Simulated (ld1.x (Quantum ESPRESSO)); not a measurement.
## An odd input for ld1.x (Quantum ESPRESSO) 7.5 (aluminium)

Command:

```bash
ld1.x < Al.in > Al.out
```

Input:

```
&input
   title='Al', zed=13., rel=1, dft='PBE', iswitch=3,
   config='[Ar] 3s1.5 3p1.5 3d-2',
   nld=3, rlderiv=2.70, eminld=-3.0, emaxld=5.0, deld=0.02
 /
 &inputp
   pseudotype=3, tm=.true., lloc=-1, rcloc=2.40,
   nlcc=.true., new_core_ps=.true.,
   which_augfun='PSQ', rmatch_augfun=1.95,
   file_pseudopw='Al.UPF', file_wfcaegen='ae.wfc', file_wfcncgen='nc.wfc', file_beta='beta', file_chi='chi', file_wfcusgen='us.wfc'
 /
6
3S  1  0   1.50   0.00  2.10  2.35  0.0
3S  1  0   0.00   2.55  2.10  2.35  0.0
3P  2  1   1.50   0.00  1.85  2.20  0.0
3P  2  1   0.00   1.85  1.85  2.20  0.0
3D  3  2  -2.00   0.30  2.20  2.50  0.0
3D  3  2  -2.00   2.45  2.20  2.50  0.0
 &test
   configts(1)='3s1.5 3p1.5'
 /
```

This is an input that runs to its end, with one change: core typed as [Ar] in place of [Ne].

Question: How does the run end?

Answer: The program refuses the input: "el_config: wavefunction 3S found too many times".

```
Program LD1 v.7.5

 %%%%%%%%%%%%%%%%%%%%%%%%%%%%%%%%%%%%%%%%%%%%%%%%%%%%%%%%%%%%%%%%%%%%%%%%%%%%%%
     Error in routine el_config (6):
     wavefunction 3S found too many times
 %%%%%%%%%%%%%%%%%%%%%%%%%%%%%%%%%%%%%%%%%%%%%%%%%%%%%%%%%%%%%%%%%%%%%%%%%%%%%%

     stopping ...
```
